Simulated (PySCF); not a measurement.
**Two-dimensional NMR puzzle**

Compound of formula C₉H₁₄O. Correlations simulated from computed shifts and the bond graph:

HSQC (one-bond C–H):
| δH | δC |
| --- | --- |
| 6.43 | 148.6 |
| 5.46 | 121.2 |
| 5.32 | 121.2 |
| 3.55 | 60.0 |
| 3.23 | 95.0 |
| 2.60 | 35.5 |
| 2.14 | 43.7 |
| 1.71 | 27.9 |
| 1.65 | 27.9 |
| 1.59 | 34.4 |
| 1.51 | 34.4 |
| 1.04 | 35.5 |

COSY cross peaks (H two or three bonds apart, from the bond graph; peaks can be absent where the dihedral angle is near 90°):
| δH | δH |
| --- | --- |
| 6.43 | 5.46 |
| 6.43 | 5.32 |
| 5.46 | 5.32 |
| 3.23 | 2.14 |
| 2.60 | 2.14 |
| 2.60 | 1.04 |
| 2.14 | 1.71 |
| 2.14 | 1.65 |
| 2.14 | 1.04 |
| 1.71 | 1.65 |
| 1.71 | 1.59 |
| 1.71 | 1.51 |
| 1.65 | 1.59 |
| 1.65 | 1.51 |
| 1.59 | 1.51 |

HMBC (two and three bonds, from the bond graph):
| δH | δC |
| --- | --- |
| 6.43 | 121.2, 95.0, 59.7, 35.5, 34.4 |
| 5.46 | 148.6, 59.7 |
| 5.32 | 148.6, 59.7 |
| 3.55 | 95.0 |
| 3.23 | 148.6, 60.0, 59.7, 43.7, 35.5, 34.4, 27.9 |
| 2.60 | 148.6, 95.0, 59.7, 43.7, 34.4, 27.9 |
| 2.14 | 95.0, 59.7, 35.5, 34.4, 27.9 |
| 1.71 | 95.0, 59.7, 43.7, 35.5, 34.4 |
| 1.65 | 95.0, 59.7, 43.7, 35.5, 34.4 |
| 1.59 | 148.6, 95.0, 59.7, 43.7, 35.5, 27.9 |
| 1.51 | 148.6, 95.0, 59.7, 43.7, 35.5, 27.9 |
| 1.04 | 148.6, 95.0, 59.7, 43.7, 34.4, 27.9 |

Carbons without hydrogens: δ 59.7.

Computed data (PySCF 2.14): GFN2-xTB geometry, shielding tensors at PBE0/pcSseg-1 (GIAO). Relativity neglected, gas phase, one averaged value for each set of equivalent atoms, one computed conformer.

δ = σ(ref) − σ, references computed at the same level: 1H and 13C vs TMS.

Exchangeable hydrogens are left out of these lists.

Q: Work out the connectivity.

A: SMILES C=C[C@@]12CC[C@@H](C1)[C@H]2OC.

Atom-mapped SMILES (the numbers label the heavy atoms): `[CH2:1]=[CH:2][C@@:3]12[CH2:4][CH2:5][C@@H:6]([CH2:7]1)[C@H:8]2[O:9][CH3:10]`. Hydrogens are named by the atom that carries them. Ha(C1) is cis to C3; Ha(C7) is cis to C5 on the ring; Ha(C4), Ha(C5) are cis to C8 on the ring; Hb(C1) is trans to C3; Hb(C7) is trans to C5 on the ring; Hb(C4), Hb(C5) are trans to C8 on the ring.

1. δC 148.6 is C2, an alkene CH (δH 6.43).
2. δC 121.2 is C1, a terminal =CH2 carbon (δH 5.32, 5.46).
3. δC 95.0 is C8, an sp3 CH bonded to O (δH 3.23).
4. δC 60.0 is C10, a methyl carbon bonded to O (δH 3.55).
5. δC 59.7 is C3, an allylic quaternary sp3 carbon.
6. δC 43.7 is C6, an sp3 CH in a ring (δH 2.14).
7. δC 35.5 is C7, an sp3 CH2 in a ring (δH 2.60, 1.04).
8. δC 34.4 is C4, an sp3 CH2 in a ring (δH 1.51, 1.59).
9. δC 27.9 is C5, an sp3 CH2 in a ring (δH 1.65, 1.71).
10. HMBC from δH 6.43 reaches the proton-free carbon C3.
11. HMBC from δH 5.46 reaches the proton-free carbon C3.
12. HMBC from δH 5.32 reaches the proton-free carbon C3.
13. HMBC from δH 3.23 reaches the proton-free carbon C3.
14. COSY links 6.43–5.46, 6.43–5.32, 5.46–5.32, 3.23–2.14, 2.60–2.14, 2.60–1.04.

The data come from this structure; uniqueness wasn't tested.

Shifts are as computed. Against solution values, carbons near 30 ppm lie about +3 ppm off and those near 130 ppm about +5 ppm. Of 1211 compounds with measured shifts, 218 miss one by over three times the rms of a fit or turn the order of signals round; such compounds aren't used in these exercises.
